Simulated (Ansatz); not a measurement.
Compare A (`C=N[SiH](C)F`) with its isomer B (`C[C@@H]1N[Si@@H]1F`).

Gas-phase electronic energies from Ansatz, PBE0-D4/def2-TZVP geometries. CCSD(T)/CBS adds triple-zeta CCSD(T) − MP2 to the extrapolated MP2 energy (def2 sets, frozen cores). Functionals use def2-TZVPP. One conformer a species, not always the lowest.

A:

Z-matrix (Å, degrees):
```
Si
N 1 1.724
F 1 1.609 2 111.6
C 1 1.849 2 109.4 3 -120.2
H 1 1.481 2 107.1 3 116.7
C 2 1.257 1 127.9 3 -0.1
H 4 1.093 1 110.7 2 60.8
H 4 1.092 1 110.7 2 -179.0
H 4 1.092 1 110.3 2 -59.0
H 6 1.097 2 120.3 1 179.9
H 6 1.100 2 124.1 1 -0.1
```

B:

```xyz
11

C    -1.235    0.331   -0.820
C    -0.134    0.462    0.196
N     1.260    0.160   -0.309
Si    0.842   -0.884    0.943
F     0.651   -2.422    0.587
H    -1.199    1.151   -1.545
H    -1.153   -0.606   -1.372
H    -2.213    0.356   -0.332
H    -0.207    1.377    0.791
H     1.932    0.901   -0.421
H     1.456   -0.827    2.282
```

Problem. Which isomer does CCSD(T)/CBS put lower? Give the gap. (An estimate is asked.)

Solution. Ansatz gave: A, by 105.6 kJ/mol.

Problem. Give E(B) − E(A) in kJ/mol with r2SCAN-D4, PBE0-D4, PBE-D4, CCSD/def2-TZVPP, CCSD(T)/def2-TZVPP, MP2/def2-TZVPP, BLYP-D4. (Best estimate.)

Solution. Ansatz gave: r2SCAN-D4 99.4, PBE0-D4 91.2, PBE-D4 91.6, CCSD/def2-TZVPP 111.2, CCSD(T)/def2-TZVPP 109.4, MP2/def2-TZVPP 100.6, BLYP-D4 117.4. None reverses the order clearly.

Problem. Does the order hold for the free energy at 298.15 K (harmonic terms from PBE0-D4)? (An estimate is asked.)

Solution. Computed: Yes: G(B) − G(A) = +115.5 kJ/mol, for one conformer each.

Largest T1 diagnostic: 0.012.

At CCSD(T), def2-SVP lies +9.5 kJ/mol from the extrapolated value and def2-TZVPP +3.8 kJ/mol. Leaving LDA and LC-ωPBE aside and taking each functional with its dispersion term where it has one, the values, not all of them listed here, spread over 26.3 kJ/mol, from HSE06-D4 to BLYP-D4. LDA lies −24.7 kJ/mol from PBE without D4.
